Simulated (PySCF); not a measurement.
C₃H₂F₄, SMILES F/C=C/C(F)(F)F. Atoms are numbered in the order given.

```xyz
9

F      0.1612    -2.8433     0.0000
C     -0.2844    -1.5938     0.0000
C      0.5423    -0.5540     0.0000
C      0.0330     0.8517     0.0000
F      0.4634     1.5245    -1.0784
F      0.4634     1.5245     1.0784
F     -1.3096     0.9039     0.0000
H     -1.3765    -1.5230     0.0000
H      1.6267    -0.6874     0.0000
```

Geometry: ωB97X-D3(BJ)/def2-SVP.

All values below come from KT2/pcSseg-1 run with PySCF.

GIAO shieldings, no solvent; atoms alike by connectivity are averaged. δ = σ(ref) − σ: ¹⁹F against CFCl3 (σ = 127.1 ppm); ¹³C against TMS (σ = 185.1 ppm); ¹H against TMS (σ = 31.47 ppm), references at their B3LYP-D3(BJ)/def2-TZVP geometries, non-relativistic.

```
atoms       nucleus  count     δ (ppm)
----------  -------  -----  ----------
F5, F6, F7      ¹⁹F      3      -107.4
F1              ¹⁹F      1      -140.9
C2              ¹³C      1       160.0
C4              ¹³C      1       131.6
C3              ¹³C      1  (withheld)
H8               ¹H      1  (withheld)
H9               ¹H      1  (withheld)
```

Task: Complete the blanks. (An estimate is asked for; the answer gives what the named calculation found.)

Result: 
- H8, δ (ppm): 7.60
- H9, δ (ppm): 5.70
- C3, δ (ppm): 103.8
